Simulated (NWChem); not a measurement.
System: C3H7O, doublet; SMILES C(O)[CH]C

```xyz
11

C     -0.0408    -1.9027    -0.1224
C      0.4522    -0.5187     0.0819
C     -0.4646     0.6498     0.1403
O      0.1804     1.8768    -0.0792
H     -0.8676    -1.9396    -0.8517
H      0.7567    -2.5752    -0.4742
H     -0.4330    -2.3493     0.8150
H      1.4624    -0.3594     0.4775
H     -1.3145     0.4907    -0.5604
H     -0.9291     0.7313     1.1454
H      0.6605     1.7990    -0.9107
```
Atoms are numbered in this order, from 1.

Level: PBE0/def2-SVP, spin-unrestricted (NWChem), optimised geometry, unscaled harmonic frequencies. 

Problem. List the harmonic frequencies with IR intensities, and the thermochemistry.

Solution. 
```tsv
frequency (cm⁻¹)	IR intensity (km/mol)
99	1.9
117	1.4
289	1.3
362	117.0
477	17.7
513	23.7
884	21.3
905	5.1
997	4.1
1122	63.1
1139	44.6
1154	5.4
1186	7.5
1308	1.3
1371	7.7
1394	44.0
1431	13.8
1445	6.9
1456	3.5
1473	10.2
2961	60.2
2989	26.0
3003	36.2
3083	16.4
3142	10.7
3183	14.0
3871	28.0
```

| Quantity | Value |
|---|---|
| zero-point energy | 59.1 kcal/mol |
| thermal correction to the enthalpy at 298.15 K (with zero-point energy) | 63.3 kcal/mol |
| heat capacity Cv | 18.7 cal/(mol K) |
| entropy at 298.15 K and 1 atm (symmetry number 1, electronic part: spin degeneracy alone) | 75.0 cal/(mol K) |
| dipole moment | 1.69 D |

Rigid rotor and harmonic oscillator; modes under 100 cm⁻¹ make the entropy uncertain.
